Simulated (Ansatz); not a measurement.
Al6N7H20, a cluster cut from zinc blende AlN (hydrogen-capped). Charge 0, multiplicity 2. Geometry PBE-D4/def2-SVP.

Cartesian coordinates in Å:
```
N -2.271 1.755 -0.347
N 2.240 -2.032 -1.411
N -1.621 -1.164 0.362
N 0.165 0.250 -1.694
N 0.640 2.550 0.379
N 1.277 -0.440 1.065
N -1.152 1.060 2.430
Al 0.696 -1.460 -2.506
Al -1.668 0.063 -1.160
Al -1.178 2.470 1.092
Al 1.922 -2.219 0.533
Al -0.452 -0.692 1.856
Al 1.361 0.860 -0.334
H -3.233 1.584 0.053
H -2.412 2.468 -1.105
H 3.062 -1.433 -1.593
H 2.524 -2.963 -1.757
H -2.592 -1.259 0.729
H -1.352 -2.110 0.016
H 0.207 0.936 -2.474
H 0.686 3.276 -0.372
H 1.288 2.903 1.121
H 1.933 -0.135 1.811
H -2.150 0.911 2.740
H -0.639 1.367 3.293
H -0.479 -2.514 -2.159
H 1.178 -1.222 -4.020
H -2.671 -0.358 -2.329
H -1.648 3.899 1.639
H 0.660 -3.220 0.659
H 3.313 -2.541 1.269
H -0.490 -1.712 3.084
H 2.855 1.121 -0.871
```

Single mean-field runs in def2-TZVP are fitted with def2-universal-jkfit.

Estimate the α-spin orbital energies around the gap (eV) in Ansatz with PBE-D4/def2-TZVP, PBE0-D4/def2-TZVP.


```
orbital  PBE-D4/def2-TZVP  PBE0-D4/def2-TZVP
 HOMO−5             -6.97              -8.32
 HOMO−4             -6.85              -8.15
 HOMO−3             -6.84              -8.13
 HOMO−2             -6.61              -7.90
 HOMO−1             -6.36              -7.63
   HOMO             -1.86              -2.07
   LUMO             -1.30              -0.68
 LUMO+1             -1.12              -0.48
 LUMO+2             -0.84              -0.09
 LUMO+3             -0.77              -0.04
 LUMO+4             -0.64               0.10
 LUMO+5             -0.45               0.33
 β HOMO             -6.35              -7.62
 β LUMO             -1.55              -0.76
```
